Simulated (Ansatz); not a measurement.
Cartesian coordinates (Å):
```xyz
10

Nb    -0.2334     0.0042    -0.0671
F     -1.1905    -1.5492     0.3820
F      0.5524     1.5834    -0.7144
F      0.9888    -0.1808     1.3473
N     -1.9024     1.0181     0.1769
H     -2.0128     1.9976    -0.0783
H     -2.7956     0.5906     0.4143
N      0.1315    -0.8124    -1.8201
H      0.5558    -0.3140    -2.6001
H     -0.2269    -1.7211    -2.1076
```
Charge 0, spin multiplicity 1.

These are frozen-core CCSD(T)/def2-TZVPP // r2SCAN-D4/def2-SVP (Ansatz, an electronic-structure program) values and carry that method's errors.

The HF energy is -466.34826 Ha and the MP2 correlation energy is -1.65345 Ha.

**Question.** Estimate the CCSD correlation energy, the (T) correction, the total energy and the T1 diagnostic.

**Answer.** 
```
Property                        Result
-----------------------  -------------
CCSD correlation energy    -1.64219 Ha
(T) correction             -0.06969 Ha
CCSD(T) total energy     -468.06014 Ha
T1 diagnostic                    0.020
```
